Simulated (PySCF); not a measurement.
Computed shifts of a molecule C6H12O, PBE0/pcSseg-1 run with PySCF, GIAO, gas phase, equivalent atoms averaged, in ppm (number of nuclei): ¹³C: 213.3 (1), 55.4 (1), 34.2 (1), 26.9 (1), 26.5 (1), 24.3 (1). ¹H: 2.40 (3), 2.37 (1), 2.31 (2), 1.15 (6). References: ¹³C against TMS (σ = 186.3 ppm); ¹⁷O against H2O (σ = 334.2 ppm); ¹H against TMS (σ = 31.56 ppm), references at their B3LYP-D3(BJ)/def2-TZVP geometries, non-relativistic. Coordinates come from a B3LYP-D3(BJ)/def2-SVP optimisation. One conformer was computed; it need not be the lowest.

**Question.** Which molecule gave these data?
A) CC(=O)CC(C)C
B) CC[C@H]1C[C@@H]1OC
C) C[C@@H]1CC[C@]1(C)O
D) CCC1(CO)CC1

**Answer.** A, CC(=O)CC(C)C
